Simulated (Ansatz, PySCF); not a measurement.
Molecule: sum formula H$_{3}$Si$_{2}$OCl$_{2}$, net charge -1, singlet state. It need not be the lowest isomer of its formula. Whether it binds its extra electron was not tested at this geometry. 
Geometry from a B3LYP-D3(BJ)/def2-TZVP (Ansatz, a quantum-chemistry and plane-wave program) optimisation:
```xyz
8

Si     0.2643    -0.1565     0.3198
Cl     1.2293     1.3380     1.4383
Cl     1.4994    -0.4290    -1.3462
O     -1.1968     0.3037    -0.0567
Si    -2.6081    -0.7767    -0.4607
H      0.3962    -1.3867     1.1127
H     -2.6216    -1.5389     0.8860
H     -1.7749    -1.8919    -1.1376
```
Charge -1, spin multiplicity 1.

Total electronic energies in hartree. Cores are frozen in the correlated levels unless marked. Spin-orbit coupling is left out. No relativistic terms. Basis-set limits of correlation are two-point, X^-3; Hartree-Fock from the larger set. The bracket is a focal-point correction in the basis named.

| level | program | energy (Eh) |
|---|---|---|
| HF/cc-pVTZ | Ansatz | -1573.76133 |
| HF-D4/def2-TZVPD | PySCF + dftd4 | -1573.78539 |
| RI-HF/aug-cc-pV(Q+d)Z | Ansatz | -1573.79480 |
| RI-HF/cc-pV(Q+d)Z | Ansatz | -1573.79343 |
| SVWN5/def2-TZVPD | Ansatz | -1570.89590 |
| BLYP/def2-TZVPD | PySCF | -1576.67915 |
| B97M-V/def2-TZVPD | Ansatz | -1576.30339 |
| B3LYP-D3(BJ)/def2-TZVPD | Ansatz + dftd3 | -1576.79628 |
| PBE0/STO-3G | Ansatz | -1558.07848 |
| PBE0-D4/def2-TZVPD | Ansatz + dftd4 | -1576.08562 |
| TPSSh-D3(BJ)/def2-TZVPD | PySCF + dftd3 | -1576.78145 |
| TPSSh/def2-TZVPD | PySCF | -1576.76968 |
| M06-2X/def2-TZVPD | PySCF | -1576.61045 |
| HSE06-D3(BJ)/def2-TZVPD | Ansatz + dftd3 | -1576.05155 |
| MP2/6-31G* | Ansatz | -1574.17998 |
| MP2/cc-pV(D+d)Z | Ansatz | -1574.33317 |
| MP2/aug-cc-pV(T+d)Z | Ansatz | -1574.66185 |
| RI-MP2/aug-cc-pV(Q+d)Z | Ansatz | -1574.74653 |
| SCS-MP2/cc-pV(T+d)Z | Ansatz | -1574.62587 |
| CCSD/STO-3G | Ansatz | -1556.10685 |
| CCSD/cc-pV(T+d)Z | Ansatz | -1574.69038 |
| CCSD(T)/cc-pVTZ | Ansatz | -1574.71534 |
| RI-MP2/CBS(aug-cc-pV(T+d)Z,aug-cc-pV(Q+d)Z)+[CCSD(T)-MP2]/aug-cc-pV(T+d)Z | Ansatz | -1574.8920 |

Totals of different functionals don't rank their quality; only differences between species are comparable.
